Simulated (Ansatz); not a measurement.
lithium fluoride (FLi), singlet, at a GFN2-xTB geometry (such geometries of metal compounds can be far from the true shape), atoms displaced at random by about 0.02 Å a coordinate. Base run: PBE/pcseg-1 run with Ansatz (a program for electronic structure).

Here is a job for Ansatz.
Ansatz 0.2 input:
```yaml
crystal:
  periodic: [false, false, false]
  atoms:
    - {symbol: Li, position_ang: [0.01178841, -0.00640922, -1.15022454]}
    - {symbol: F, position_ang: [-0.02226844, 0.02289114, 0.36057885]}
basis:
  gaussian:
    orbitals: pcseg-1.json
hamiltonian:
  xc: pbe
relax: {}
```
The basis file holds pcseg-1 in the JSON format of the Basis Set Exchange.

Variants of this job, named by their change:

| change | ΔE vs base (kJ/mol) | optimiser steps |
|---|---|---|
| base | 0.00 | 4 |
| relax = f_tol: 0.002 | 0.00 | 5 |
| relax = escape_saddle: false | 0.00 | 4 |
| relax = max_displacement: 0.02 | 0.00 | 5 |
| relax = f_tol: 0.05 | 0.00 | 4 |
| relax = max_displacement: 0.5 | 0.00 | 5 |
| relax = f_tol: 0.0005 | 0.00 | 5 |
